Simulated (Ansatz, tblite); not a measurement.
Cost and result up the ladder for the cluster Cs2Cl2⁻ (the lowest doublet isomer of a short search) (4 atoms). Charge -1, multiplicity 2. Geometry: PBE-D4/def2-TZVPD.

```xyz
4

Cs   -2.2094    0.6379   -0.0088
Cs    2.2094   -0.6381    0.0096
Cl   -0.6023   -2.0947   -0.6186
Cl    0.6024    2.0950    0.6177
```

Ansatz on 4 threads of Arm Neoverse V2 on a shared host; xTB runs through tblite on one thread. Times are rough, summed over both states, and most runs start from the orbitals of an earlier one. ωB97X-V/def2-TZVPD serves as the yardstick here, not as an exact answer. The other state is a quartet at its own geometry, which has other bonds, so the gap mixes isomer and spin.

In the def2 sets Cs takes a core potential; there is no spin–orbit coupling. The xTB rows come from tblite. Correlated methods freeze 10 core orbitals; core or outer-core shells of Cs are correlated, in sets that lack core-valence functions. In CCSD on the charge -1 doublet the largest single amplitude is 0.67, so its Hartree–Fock determinant may place the open shell otherwise than the density functionals do. HOMO above LUMO, or a gap near zero within one spin, warns that the state may not be the lowest or that an electron is smeared out. In the quartet, Cl3 and Cl4 lie 2.66 Å apart (atoms count from 1), so these atoms are partly bonded to each other. The structure comes from a short search, and lower isomers may exist.

Run but left out: HF/def2-TZVPD, MP2/def2-TZVPD (doublet: a determinant that CCSD turns far, T1 0.090).

Correlated methods converge slowly with the basis.

xTB has no spin-polarisation term.

```csv
level,functions,wall time
GFN1-xTB,26,0.004 s
GFN2-xTB,26,0.006 s
PBE-D4/def2-TZVPD,156,9.2 s
revPBE-D4/def2-TZVPD,156,9.2 s
PBE0-D4/def2-TZVPD,156,11 s
BHLYP-D4/def2-TZVPD,156,12 s
RPA@PBE/def2-TZVPD,156,13 s
r2SCAN-D4/def2-TZVPD,156,21 s
B97M-V/def2-TZVPD (with forces),156,49 s
ωB97X-V/def2-TZVPD,156,1.7 min
CCSD(T)/def2-TZVPD,156,2.8 min
```

Estimate what each level gives for the quartet − doublet (eV).


| level | quartet − doublet (eV) | difference from ωB97X-V/def2-TZVPD (eV) | remarks |
| --- | --- | --- | --- |
| GFN1-xTB | 5.50 | 1.68 | – |
| GFN2-xTB | 5.52 | 1.70 | – |
| PBE-D4/def2-TZVPD | 3.48 | -0.34 | HOMO above zero (doublet), HOMO above zero (quartet), gap within one spin near zero (doublet) |
| revPBE-D4/def2-TZVPD | 3.42 | -0.40 | HOMO above zero (doublet), HOMO above zero (quartet), gap within one spin near zero (doublet) |
| PBE0-D4/def2-TZVPD | 3.63 | -0.20 | HOMO above zero (doublet) |
| BHLYP-D4/def2-TZVPD | 3.74 | -0.08 | HOMO above zero (doublet) |
| RPA@PBE/def2-TZVPD | 3.44 | -0.39 | – |
| r2SCAN-D4/def2-TZVPD | 3.67 | -0.15 | HOMO above zero (doublet), HOMO above zero (quartet), gap within one spin near zero (doublet) |
| B97M-V/def2-TZVPD (with forces) | 3.79 | -0.03 | HOMO above zero (doublet), HOMO above zero (quartet), gap within one spin near zero (doublet) |
| ωB97X-V/def2-TZVPD | 3.82 | 0.00 | HOMO above zero (doublet) |
| CCSD(T)/def2-TZVPD | 3.66 | -0.16 | HOMO above zero (doublet), large T1 (0.090) (doublet) |
